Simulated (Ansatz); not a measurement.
Stepwise reaction of `[SH][Cd][SH]` with ammonia, as a gas-phase model of exchange steps in deposition or etching. ΔE in kJ/mol; ΔG adds harmonic PBE0-D4 terms to CCSD(T)/CBS, at 1 bar.

Gas-phase electronic energies from Ansatz, PBE0-D4/def2-TZVP geometries. CCSD(T)/CBS adds triple-zeta CCSD(T) − MP2 to the extrapolated MP2 energy (def2 sets, frozen cores). This one scheme is used for every species. DFT in def2-TZVPP. B3LYP here is the variant with VWN-RPA as its local correlation; programs differ in this. def2 core potentials past Kr. For Cd outer-core shells are correlated without core-valence functions, which leaves a few kJ/mol of doubt a bond. Each species was taken in one conformer, which may not be the lowest.

```csv
step,reaction,PBE-D4,B3LYP-D4,ωB97M-V,CCSD(T)/CBS,ΔG(600 K)
1,`[SH][Cd][SH]` + NH₃ → `[NH2][Cd][SH]` + H₂S,100.3,102.4,104.1,104.0,90.1
```

(1) Give the row of step 2, `[NH2][Cd][SH]` + NH₃ → `[NH2][Cd][NH2]` + H₂S. (Best estimate.)

(2) By hand: ΔE of the 2 steps together at CCSD(T)/CBS.

## Answers

(1) Computed: 
```
step                                        reaction  PBE-D4  B3LYP-D4  ωB97M-V  CCSD(T)/CBS  ΔG(600 K)
   2  `[NH2][Cd][SH]` + NH₃ → `[NH2][Cd][NH2]` + H₂S   101.0     102.6    104.7        104.5       97.7
```

(2) (104.0) + (104.5) = 208.5 kJ/mol, or 104.2 kJ/mol a step.

In ΔE the steps differ by no more than 0.5 kJ/mol. All are uphill at CCSD(T)/CBS. ΔG lies between 90.1 and 97.7 kJ/mol a step. PBE-D4 differs from CCSD(T)/CBS by -3.7 to -3.5 kJ/mol a step. Isolated molecules leave out the surface, adducts and barriers. Largest T1 diagnostic: 0.014.
